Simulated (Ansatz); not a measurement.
System: sum formula BHBr$_{2}$, charge 0, multiplicity 1. 
Structure (B3LYP-D3(BJ)/def2-TZVP (Ansatz, a quantum-chemistry and plane-wave program) minimum search):
```xyz
4

B     -0.0118     0.8387    -0.0033
Br     1.6610    -0.0653     0.0255
Br    -1.6585    -0.1122    -0.0248
H     -0.0284     2.0185    -0.0080
```

Parts of the frozen-core correlation energy in STO-3G (Ansatz, hartree). Frozen orbitals: 29; correlated occupied orbitals by spin: 9 and 9; virtual: 4 and 4. No spin-orbit coupling. No relativistic terms.

```
term                             value
-------------------------  -----------
reference (HF)             -5114.35865
MP2 opposite-spin             -0.04670
MP2 same-spin                      [?]
CCSD correlation                   [?]
(T)                                [?]
FCI minus CCSD(T)             -0.00044
T1 diagnostic                    0.016
largest doubles amplitude        0.054
```

Problem. Complete the blanks.

Solution. 
- MP2 same-spin, value: -0.01037
- CCSD correlation, value: -0.07053
- (T), value: -0.00265
